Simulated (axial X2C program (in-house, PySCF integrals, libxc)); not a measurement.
## Working with the constants of SnH

A bond curve at the CCSD(T) level, two-component, was computed with an axial X2C code built on PySCF integrals (basis Sn dyall-cv3z [11s12p9d4f1g], H dyall-v3z [6s2p1d] (cores contracted in-house)) for the state Ω = 1/2 (⟨Sz⟩ = -0.50, ⟨Lz⟩ = 1.00 at HF). Its fit gives Re = 1.7729 Å, ωe = 1704.8 cm⁻¹, ωexe = 29.5 cm⁻¹ and αe = 1.488e-01 cm⁻¹; the masses are 119.9022 and 1.0078 u. Two-component means X2C with spin–orbit coupling and atomic mean-field Coulomb and Gaunt terms.

Correlated methods: 15 electrons correlated (number of frozen shells: Sn 4 s, 3 p, 1 d; H none), 191 virtual spin orbitals or spinors in MP2, 110 natural virtuals in coupled cluster.

Task: Find the reduced mass, Be and the force constant.

Result: From the CCSD(T) values: μ = 0.9994 u. Be = 16.8576/(μ Re²) = 5.366 cm⁻¹. k = 5.8918×10⁻⁷ μ ωe² = 1.71 mdyn/Å.

Task: A Morse curve ties αe to the other constants (Pekeris). How well does that hold?

Result: αe(Morse) = 6Be²/ωe × (√(ωexe/Be) − 1) = 1.363e-01 cm⁻¹; the CCSD(T) curve gives 1.488e-01 cm⁻¹, a ratio of 0.92.

Task: Scale the constants to the deuteride (D 2.0141 u) within the Born–Oppenheimer picture.

Result: ρ = √(μH/μD) = 0.7103; ωe = 1210.9, ωexe = 14.9, Be = 2.708 cm⁻¹; the zero-point energy falls by 243 cm⁻¹.

Task: Estimate the centrifugal constant by the Kratzer relation.

Result: D = 4Be³/ωe² = 2.13e-04 cm⁻¹.

Task: Where do the fundamental and the first overtone lie?

Result: ν(1←0) = ωe − 2ωexe = 1645.8 cm⁻¹; ν(2←0) = 2ωe − 6ωexe = 3232.6 cm⁻¹.

Occupations by symmetry block were frozen at the best pattern of an incomplete PBE0 search. Coupled cluster ran in a truncated set of natural virtual spinors; the MP2 energy of the rest was added. (T) has no such correction and the atoms are truncated less, which lowers De at CCSD(T) by a hundredth of an eV or more.
